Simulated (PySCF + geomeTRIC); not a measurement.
Species: HCl$_{2}$In, SMILES `[Cl][InH][Cl]` (charge 0, multiplicity 1).

### Question
Give a relaxed geometry from B3LYP-D3(BJ)/def2-TZVP (PySCF + geomeTRIC).

### Answer
the end point of this relaxation (outside a Z-matrix the atoms follow the SMILES, hydrogens last).
Cartesian coordinates (Å) in one orientation:
```xyz
4

Cl    -1.893    -1.123     0.143
In     0.001     0.233    -0.001
Cl     1.975    -1.011     0.048
H     -0.050     1.927    -0.130
```
